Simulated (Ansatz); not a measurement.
Geometry optimisation, RKS PBE0-D4/6-31G* in Ansatz.

Input file:

```yaml
crystal:
  periodic: [false, false, false]
  atoms:
    - { symbol: Si, position_ang: [0.106336, 0.014492, 0.104665] }
    - { symbol: "N", position_ang: [0.728401, 0.169926, 1.748173] }
    - { symbol: H, position_ang: [0.206056, 0.536808, 2.532721] }
    - { symbol: H, position_ang: [1.411445, -0.513028, 2.043582] }
    - { symbol: H, position_ang: [1.350325, -0.622191, -0.31607] }
    - { symbol: H, position_ang: [-0.216707, 1.31879, -0.51123] }
    - { symbol: O, position_ang: [-1.262767, -0.88149, -0.146988] }
    - { symbol: C, position_ang: [-1.344436, -2.222088, 0.287032] }
    - { symbol: H, position_ang: [-0.923992, -2.353195, 1.293484] }
    - { symbol: H, position_ang: [-2.399223, -2.511372, 0.313453] }
    - { symbol: H, position_ang: [-0.814737, -2.892852, -0.402123] }
basis:
  gaussian: { orbitals: "6-31G*" }
hamiltonian:
  xc: pbe0
  dispersion: d4
relax:
  f_tol: 0.03
  max_steps: 50
output:
  orbitals: {}
```

Run as:

```bash
$ ansatz run input.yaml --threads 1 --pin off --max-ram 2048MiB --backend cpu --events-out ev --progress --plain --runs-dir out
```

Problem. Where does it end, and by what steps?

Solution. The run converged. After 10 steps the energy has fallen by 0.187 eV; H5 moved furthest, 0.34 Å.

```csv
step,energy less start (eV),largest force component (eV/Å),accepted
0,0.0000,1.570,yes
1,-0.1487,0.660,yes
2,-0.1679,0.232,yes
3,-0.1649,0.622,no
4,-0.1771,0.079,yes
5,-0.1814,0.139,yes
6,-0.1836,0.048,yes
7,-0.1851,0.109,yes
8,-0.1860,0.127,yes
9,-0.1867,0.056,yes
10,-0.1870,0.026,yes
```

```xyz
11
Properties=species:S:1:pos:R:3
Si 0.137 -0.008 0.154
N 0.771 0.161 1.742
H 0.292 0.693 2.455
H 1.387 -0.532 2.142
H 1.214 -0.698 -0.614
H -0.207 1.331 -0.375
O -1.282 -0.858 -0.012
C -1.345 -2.229 0.302
H -1.156 -2.412 1.370
H -2.350 -2.591 0.065
H -0.620 -2.815 -0.282
```

Whether the end is a true minimum wasn't checked by a vibrational analysis.

Run time: 43 s on 1 thread of Arm Neoverse V1, with other jobs on the host, peak memory 0.15 GiB.
